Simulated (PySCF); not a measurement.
## Telling isomers of C$_{5}$H$_{6}$N$_{2}$O apart by NMR

[PySCF 2.14.0 with density-fitted response routines: PBE0/pcSseg-1 with gauge-including orbitals; J: B3LYP/pcJ-1 (spin–dipole term left out of most H,H and C,H couplings); GFN2-xTB structure; non-relativistic; a single conformation; gas phase; fast rotation and ring inversion assumed for equivalent nuclei]

Referencing at the same level of theory: ¹H (σref 31.72) and ¹³C (σref 186.93) against TMS. Multiplet labels drop J under 1 Hz and among equivalent protons, and merge close values. Unscaled 3J(H,H) run several per cent high. Where no couplings were computed, multiplicities follow the n + 1 count of equivalent neighbours, and m marks all less simple cases (inequivalent or close neighbours, rings, F or P nearby). Acid and N–H amide carbonyl carbons lie up to 10 ppm further downfield in solution (hydrogen bonding). Shifts are as computed. Against solution values, carbons near 30 ppm lie about +3 ppm off and those near 130 ppm about +5 ppm. Of 1211 compounds with measured shifts, 218 miss one by over three times the rms of a fit or turn the order of signals round; such compounds aren't used in these exercises. OH and NH positions are gas-phase values without hydrogen bonding to other molecules.

(1) Tabulate the signals of `C/N=C/c1cnco1`, `C=Cc1nnc(C)o1`, `C=C(C#N)C(=O)NC` and their relative energies.

(2) What is the quickest way to tell C/N=C/c1cnco1 from C=C(C#N)C(=O)NC?

(3) What is the quickest way to tell C/N=C/c1cnco1 from C=Cc1nnc(C)o1?

(4) What is the quickest way to tell C=Cc1nnc(C)o1 from C=C(C#N)C(=O)NC?

Results:

(1) 
```tsv
SMILES	carbon types	δC	δH	E rel. (kcal/mol)
C/N=C/c1cnco1	1×C 3×CH 1×CH3	157.6, 155.6, 152.8, 136.8, 52.4	8.35 (s, 1H), 8.15 (m, 1H), 7.75 (m, 1H), 3.91 (s, 3H)	10.1
C=Cc1nnc(C)o1	2×C 1×CH 1×CH2 1×CH3	172.6, 168.7, 130.7, 128.4, 13.7	7.11 (dd, 1H), 6.48 (d, 1H), 5.93 (d, 1H), 2.67 (s, 3H)	12.1
C=C(C#N)C(=O)NC	3×C 1×CH2 1×CH3	160.2, 152.5, 122.7, 122.4, 27.2	7.61 (br s, 1H), 6.83 (br s, 1H), 5.90 (br, 1H), 3.31 (d, 3H)	0.0
```

Energies are electronic energies at PBE0/pcSseg-1 on these geometries, without zero-point or thermal terms, each for the one conformer computed, which needn't be the lowest.

(2) Both give the same number of carbon signals, but DEPT or the intensities differ. The first has an aromatic CH between two ring heteroatoms at 155.6 ppm, the second a β carbon of a C=C–C=O unit (CH2) at 152.5 ppm. Their most deshielded carbons lie at 157.6 and 160.2 ppm. In the proton spectra the most deshielded non-exchanging signals are 8.35 (s, 1H) and 7.61 (br s, 1H).

(3) Both give the same number of carbon signals, but DEPT or the intensities differ. The first has a methyl carbon bonded to N (CH3) at 52.4 ppm, the second a terminal =CH2 carbon at 128.4 ppm. Their most deshielded carbons lie at 157.6 and 172.6 ppm. In the proton spectra the most deshielded non-exchanging signals are 8.35 (s, 1H) and 7.11 (dd, J = 19.0, 12.7 Hz, 1H).

(4) Both give the same number of carbon signals, but DEPT or the intensities differ. The first has an alkene CH at 130.7 ppm, the second a nitrile carbon (C) at 122.4 ppm. Their most deshielded carbons lie at 172.6 and 160.2 ppm. In the proton spectra the most deshielded non-exchanging signals are 7.11 (dd, J = 19.0, 12.7 Hz, 1H) and 7.61 (br s, 1H).
